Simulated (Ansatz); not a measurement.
The cluster Os₄⁺. The state is a sextet with charge 1. Geometry PBE-D4/def2-SVP; atoms count from 1.

```xyz
4

Os   -0.0306    1.2993   -0.9689
Os    0.9576   -0.7991   -1.0372
Os    0.0306   -1.2994    0.9689
Os   -0.9577    0.7992    1.0372
```

In the def2 sets Os takes a core potential; there is no spin–orbit coupling. The structure comes from a short search, and lower isomers may exist.

Problem. Estimate the Mulliken populations from the PBE0/def2-TZVP orbitals of Ansatz.

Solution. 
```
atom  charge (e)  spin (α − β)  d electrons
 Os1        0.32          1.50         6.64
 Os2        0.18          1.00         6.62
 Os3        0.32          1.50         6.64
 Os4        0.18          1.00         6.62
```
Mulliken values and Mayer orders depend strongly on the basis.

Problem. Where does the spin sit?

Solution. Summed by element: Os 5.00, of 5 unpaired in all. Largest on single atoms: Os3 1.50, Os1 1.50, Os4 1.00.

Problem. And the Mayer bond orders between bonded heavy atoms (over 0.3)?

Solution. Os1–Os2 1.92 (2.32 Å); Os1–Os3 0.42 (3.24 Å); Os1–Os4 2.04 (2.27 Å); Os2–Os3 2.04 (2.27 Å); Os2–Os4 0.45 (3.24 Å); Os3–Os4 1.92 (2.32 Å).
